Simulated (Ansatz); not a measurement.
Reaction (formal exchange of groups at the As–Ge bond): `O[AsH][GeH3]` + `C[SiH3]` → `C[SiH2][AsH]O` + GeH₄

Isolated molecules relaxed with PBE0-D4/def2-TZVP in Ansatz; ΔE leaves out vibrations. CBS: MP2 limit from def2 TZ/QZ plus the TZ coupled-cluster correction, frozen cores. This one scheme is used for every species. DFT in def2-TZVPP. B3LYP here is the variant with VWN-RPA as its local correlation; programs differ in this. For As, Ge outer-core shells are correlated without core-valence functions, which leaves a few kJ/mol of doubt a bond. Scalar relativity is left out up to krypton. Each species was taken in one conformer, which may not be the lowest.

| level | ΔE (kJ/mol) | difference from CCSD(T)/CBS |
| --- | --- | --- |
| PBE-D4 | 3.9 | -0.7 |
| r2SCAN-D4 | 4.9 | 0.3 |
| PBE0-D4 | 3.9 | -0.7 |
| B3LYP-D4 | 7.1 | 2.5 |
| ωB97X-V | 4.5 | -0.1 |
| ωB97M-V | 5.4 | 0.8 |
| PBE | 6.6 | 2.0 |
| r2SCAN | 5.7 | 1.1 |
| PBE0 | 6.3 | 1.7 |
| B3LYP | 11.2 | 6.6 |
| MP2/def2-TZVPP | 6.4 | 1.8 |
| SCS-MP2/def2-TZVPP | 8.0 | 3.4 |
| MP2/def2-QZVPP | 5.5 | 0.9 |
| SCS-MP2/def2-QZVPP | 6.9 | 2.3 |
| MP2/CBS(def2) | 5.0 | 0.4 |
| CCSD/CBS(def2) | 5.7 | 1.1 |
| CCSD(T)/CBS | 4.6 | 0 |

Largest T1 diagnostic among the species: 0.012.

The D4 term adds −4.1 kJ/mol with B3LYP and −2.4 kJ/mol with PBE0; it sums over pairs of atoms, weighted by their polarisabilities, and B3LYP, whose exchange is more repulsive, gets the larger term. In def2-TZVPP, CCSD(T) changes the Hartree–Fock value by −6.1 kJ/mol (the triples alone add −1.1 kJ/mol) and MP2 by −5.7 kJ/mol.
